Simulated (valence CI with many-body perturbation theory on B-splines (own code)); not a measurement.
Results of a calculation; reference values are marked as such.
V XVII: what each term of the Hamiltonian does

Level of theory: valence CI with perturbative core correlation (CI+MBPT): five valence electrons over a frozen Dirac-Fock core [He], radial functions for each j: 9 s, 9 p, 8 d, 6 f, 3 g, 1 h, with the one-electron correlation potential Σ1 (screened to all orders), the two-electron term Σ2, the three-electron term Σ3, Breit, model QED; selected single and double excitations, second order for the rest (own B-spline code, finite nucleus).

No measured spectrum was set against this ion. As an estimate, levels of excited configurations hold to 0.05 to 0.15 % of their energy, terms of the ground configuration to about 0.5 %. Among the levels kept, up to 1900 cm⁻¹ of a level comes from second order outside the variational space, and about a tenth of that is noise between levels of different J, which matters for small intervals.

Each rung adds one term. CI alone is the Dirac-Coulomb CI over the frozen core; QED comes last and gives the full result, which names the levels. Energies are above 2s2 2p3 4S°_3/2 on the same rung, in eV.

| Level | CI alone | + Σ1 | + Σ2 | + Σ3 | + Breit | Full |
| --- | --- | --- | --- | --- | --- | --- |
| 2s2 2p3 2D°_3/2 | 14.90 | 14.90 | 14.96 | 14.92 | 15.04 | 15.04 |
| 2s2 2p3 2D°_5/2 | 17.65 | 17.66 | 17.71 | 17.66 | 17.43 | 17.43 |
| 2s2 2p3 2P°_1/2 | 26.20 | 26.21 | 26.31 | 26.26 | 26.27 | 26.27 |
| 2s2 2p3 2P°_3/2 | 30.03 | 30.04 | 30.13 | 30.08 | 29.86 | 29.87 |
| 2s 2p4 4P_5/2 | 78.31 | 78.16 | 78.09 | 78.04 | 78.09 | 77.83 |
| 2s 2p4 4P_3/2 | 83.09 | 82.95 | 82.88 | 82.83 | 82.86 | 82.62 |
| 2s 2p4 4P_1/2 | 85.04 | 84.90 | 84.83 | 84.78 | 84.77 | 84.53 |
| 2s 2p4 2D_3/2 | 108.14 | 108.00 | 107.87 | 107.76 | 107.81 | 107.55 |
| 2s 2p4 2D_5/2 | 109.02 | 108.88 | 108.76 | 108.65 | 108.55 | 108.29 |
| 2s 2p4 2S_1/2 | 124.49 | 124.35 | 124.24 | 124.10 | 124.33 | 124.07 |
| 2s 2p4 2P_3/2 | 129.81 | 129.67 | 129.33 | 129.14 | 129.15 | 128.89 |
| 2s 2p4 2P_1/2 | 136.61 | 136.48 | 136.20 | 136.01 | 135.90 | 135.65 |
| 2p5 2P°_3/2 | 204.19 | 203.90 | 203.48 | 203.28 | 203.52 | 203.00 |
| 2p5 2P°_1/2 | 212.04 | 211.77 | 211.35 | 211.15 | 211.14 | 210.64 |
| 2s2 2p2 3s 4P_1/2 | 660.34 | 660.57 | 660.63 | 660.53 | 660.42 | 660.48 |
| 2s2 2p2 3s 4P_3/2 | 664.63 | 664.87 | 664.92 | 664.82 | 664.52 | 664.60 |
| 2s2 2p2 3s 2P_1/2 | 668.09 | 668.33 | 668.35 | 668.25 | 667.98 | 668.06 |
| 2s2 2p2 3s 4P_5/2 | 668.41 | 668.66 | 668.72 | 668.62 | 668.04 | 668.12 |
| 2s2 2p2 3s 2P_3/2 | 672.18 | 672.42 | 672.45 | 672.35 | 671.82 | 671.91 |

Problem. How does the ionisation energy move along the ladder, and which term matters most?

Solution. CI alone 1164.5, + Σ1 1164.8, + Σ2 1164.8, + Σ3 1164.7, + Breit 1164.5, + QED 1164.5 eV. The largest step is Σ1, 0.3 eV. NIST lists 1165.2 ± 1.1 eV (semi-empirical).
